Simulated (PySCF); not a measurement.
iodoethene (C2H3I), SMILES C=CI. Geometry optimised at PBE-D3(BJ)/def2-TZVP. The def2 effective core potentials stand for the cores of I; spin–orbit coupling is left out.

### Question
Give the equilibrium geometry at PBE-D3(BJ)/def2-TZVP (PySCF confirms it by a frequency run) as a Z-matrix, and its point group. (Estimate from the structure and the level; the computed values follow.)

### Answer
point group Cs.
```
C
C 1 1.3295
H 1 1.0895 2 123.87
H 2 1.0900 1 122.91 3 180.00
H 2 1.0929 4 117.64 1 180.00
I 1 2.0976 3 112.28 2 180.00
```
Charge 0, spin multiplicity 1.
